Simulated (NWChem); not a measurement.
Everything below was run with NWChem. System: C₂H₆N, charge 0, spin multiplicity 2, at a geometry optimised with UB3LYP/def2-SVP. The structure started from a generated list of species. Its SCF solution wasn't tested for a lower state. Level: UHF/def2-TZVP.

NWChem printed:

```
             Northwest Computational Chemistry Package (NWChem) 7.3.0
             --------------------------------------------------------

                                NWChem Input Module
                                -------------------

 Scaling coordinates for geometry "geometry" by  1.889725989
 (inverse scale =  0.529177249)

 Turning off AUTOSYM since
 SYMMETRY directive was detected!

                             Geometry "geometry" -> ""
                             -------------------------

 Output coordinates in angstroms (scale by  1.889725989 to convert to a.u.)

  No.       Tag          Charge          X              Y              Z
 ---- ---------------- ---------- -------------- -------------- --------------
    1 C                    6.0000     1.19213900     0.00000000     0.16591000
    2 N                    7.0000     0.00000000     0.00000000    -0.62825200
    3 C                    6.0000    -1.19213900     0.00000000     0.16591000
    4 H                    1.0000     1.23874600    -0.88599400     0.83636300
    5 H                    1.0000     1.23874600     0.88599400     0.83636300
    6 H                    1.0000     2.09145100     0.00000000    -0.46930600
    7 H                    1.0000    -1.23874600     0.88599400     0.83636300
    8 H                    1.0000    -1.23874600    -0.88599400     0.83636300
    9 H                    1.0000    -2.09145100     0.00000000    -0.46930600

 Effective nuclear repulsion energy (a.u.)      76.6574818312

            Nuclear Dipole moment (a.u.)
            ----------------------------
        X                 Y               Z
 ---------------- ---------------- ----------------
    -0.0000000000     0.0000000000    -0.0000075589

      Symmetry information
      --------------------

 Group name             C2v
 Group number             16
 Group order               4
 No. of unique centers     4

      Symmetry unique atoms

     1    2    4    6


 Summary of "ao basis" -> "" (spherical)
 ------------------------------------------------------------------------------
       Tag                 Description            Shells   Functions and Types
 ---------------- ------------------------------  ------  ---------------------
 *                         def2-tzvp                  on all atoms

 Summary of "ao basis" -> "ao basis" (spherical)
 ------------------------------------------------------------------------------
       Tag                 Description            Shells   Functions and Types
[...]
   108     -1.478221  6 H  s                126      1.478221  9 H  s
    43     -0.807325  2 N  px                 4     -0.425471  1 C  s

 center of mass
 --------------
 x =   0.00000000 y =   0.00000000 z =  -0.10252749

 moments of inertia (a.u.)
 ------------------
          44.589527953850           0.000000000000           0.000000000000
           0.000000000000         208.669092981863           0.000000000000
           0.000000000000           0.000000000000         186.680913293757

  Mulliken analysis of the total density
  --------------------------------------

    Atom       Charge   Shell Charges
 -----------   ------   -------------------------------------------------------
    1 C    6     6.21   0.85  1.12  0.48  0.65  0.10  1.23  1.34  0.33  0.03  0.07  0.01
    2 N    7     7.25   0.82  1.16  0.55  0.93  0.24  1.40  1.61  0.48  0.01  0.06  0.00
    3 C    6     6.21   0.85  1.12  0.48  0.65  0.10  1.23  1.34  0.33  0.03  0.07  0.01
    4 H    1     0.89   0.26  0.49  0.12  0.02
    5 H    1     0.89   0.26  0.49  0.12  0.02
    6 H    1     0.88   0.27  0.50  0.09  0.02
    7 H    1     0.89   0.26  0.49  0.12  0.02
    8 H    1     0.89   0.26  0.49  0.12  0.02
    9 H    1     0.88   0.27  0.50  0.09  0.02

  Mulliken analysis of the alpha density
  --------------------------------------

    Atom       Charge   Shell Charges
 -----------   ------   -------------------------------------------------------
    1 C    6     3.04   0.43  0.56  0.24  0.32  0.05  0.60  0.64  0.15  0.01  0.04  0.00
    2 N    7     4.14   0.41  0.58  0.29  0.49  0.12  0.90  1.02  0.30  0.00  0.03  0.00
    3 C    6     3.04   0.43  0.56  0.24  0.32  0.05  0.60  0.64  0.15  0.01  0.04  0.00
    4 H    1     0.48   0.14  0.26  0.07  0.01
    5 H    1     0.48   0.14  0.26  0.07  0.01
    6 H    1     0.44   0.13  0.25  0.05  0.01
    7 H    1     0.48   0.14  0.26  0.07  0.01
    8 H    1     0.48   0.14  0.26  0.07  0.01
    9 H    1     0.44   0.13  0.25  0.05  0.01

   Mulliken analysis of the beta density
   -------------------------------------

    Atom       Charge   Shell Charges
 -----------   ------   -------------------------------------------------------
    1 C    6     3.18   0.43  0.56  0.24  0.33  0.05  0.63  0.70  0.18  0.01  0.03  0.00
    2 N    7     3.10   0.41  0.58  0.26  0.44  0.12  0.50  0.58  0.18  0.00  0.03  0.00
    3 C    6     3.18   0.43  0.56  0.24  0.33  0.05  0.63  0.70  0.18  0.01  0.03  0.00
    4 H    1     0.42   0.12  0.23  0.05  0.01
    5 H    1     0.42   0.12  0.23  0.05  0.01
    6 H    1     0.44   0.13  0.25  0.05  0.01
    7 H    1     0.42   0.12  0.23  0.05  0.01
    8 H    1     0.42   0.12  0.23  0.05  0.01
    9 H    1     0.44   0.13  0.25  0.05  0.01

   Mulliken analysis of the spin density
   -------------------------------------

    Atom       Charge   Shell Charges
 -----------   ------   -------------------------------------------------------
    1 C    6    -0.14  -0.00  0.00 -0.01 -0.02 -0.01 -0.04 -0.06 -0.03  0.00  0.01  0.00
    2 N    7     1.04   0.00 -0.00  0.03  0.05  0.00  0.41  0.44  0.11 -0.00  0.00 -0.00
    3 C    6    -0.14  -0.00  0.00 -0.01 -0.02 -0.01 -0.04 -0.06 -0.03  0.00  0.01  0.00
    4 H    1     0.06   0.01  0.03  0.01 -0.00
    5 H    1     0.06   0.01  0.03  0.01 -0.00
    6 H    1     0.00   0.00  0.00  0.00 -0.00
    7 H    1     0.06   0.01  0.03  0.01 -0.00
    8 H    1     0.06   0.01  0.03  0.01 -0.00
    9 H    1     0.00   0.00  0.00  0.00 -0.00

       Multipole analysis of the density wrt the origin
       ------------------------------------------------

     L   x y z        total         alpha         beta         nuclear
     -   - - -        -----         -----         ----         -------
     0   0 0 0     -0.000000    -13.000000    -12.000000     25.000000

     1   1 0 0      0.000000      0.000000     -0.000000     -0.000000
     1   0 1 0      0.000000     -0.000000      0.000000      0.000000
     1   0 0 1      0.671951      0.742406     -0.070447     -0.000008

     2   2 0 0    -13.704364    -64.363750    -63.402715    114.062101
     2   1 1 0     -0.000000     -0.000000     -0.000000      0.000000
     2   1 0 1      0.000000      0.000000      0.000000      0.000000
     2   0 2 0    -14.878395    -14.031471    -12.059857     11.212933
     2   0 1 1      0.000000      0.000000      0.000000      0.000000
     2   0 0 2    -16.812453    -20.793592    -18.629862     22.611001

 Task  times  cpu:        2.9s     wall:        2.9s

 Total times  cpu:        2.9s     wall:        2.9s
```

Problem. Write an NWChem input that would produce this output.

Solution. One answer among several that fit: 
```
start mol
memory heap 200 mb stack 900 mb global 1100 mb
geometry units angstroms nocenter noautoz
  C      1.192139     0.000000     0.165910
  N      0.000000     0.000000    -0.628252
  C     -1.192139     0.000000     0.165910
  H      1.238746    -0.885994     0.836363
  H      1.238746     0.885994     0.836363
  H      2.091451     0.000000    -0.469306
  H     -1.238746     0.885994     0.836363
  H     -1.238746    -0.885994     0.836363
  H     -2.091451     0.000000    -0.469306
  symmetry group C2v
end
basis spherical
  * library def2-tzvp
end
scf
  uhf
  nopen 1
  maxiter 100
  thresh 1e-7
  semidirect memsize 60000000 filesize 0
  # guess.movecs holds the orbitals of an unrestricted PBE0 run
  vectors input guess.movecs output mol.movecs
end
task scf energy
```
